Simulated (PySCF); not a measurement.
## Size series: flake hBN

All values: TDA PBE0/def2-SVP, gas phase, PySCF SCF with an in-house response code, fitting set def2-universal-JFIT up to Ne and JKFIT beyond, grid level 1 (kernel 0), vertical, one conformer each, geometries GFN2-xTB; core orbitals frozen in the response, virtual orbitals above 1.5 Eh left out. The lowest 6 singlets were sought, and the brightest is taken among them. The runs took 1 to 5 CPU minutes each on shared server CPUs.

Tubes, flakes and crystal cuts are finite pieces capped as the formulas show; sizes are those of the cut before relaxation.

| rings | formula | HOMO-LUMO gap / eV | S1 / eV | brightest singlet sought / eV | f(S1) | HOMO / eV |
| --- | --- | --- | --- | --- | --- | --- |
| 5 | B11H14N11 | 6.90 | 6.00 | 6.49 | 0.030 | -7.04 |
| 6 | B12H14N12 | 6.67 | 5.89 | 5.89 | 0.218 | -6.95 |
| 7 | B14H15N13 | 6.85 | 6.03 | 6.03 | 0.277 | -7.27 |
| 8 | B13H13N14 | 7.08 | 6.14 | 6.84 | 0.022 | -6.78 |
| 9 | B16H16N16 | 6.75 | 6.10 | 6.10 | 0.411 | -6.95 |
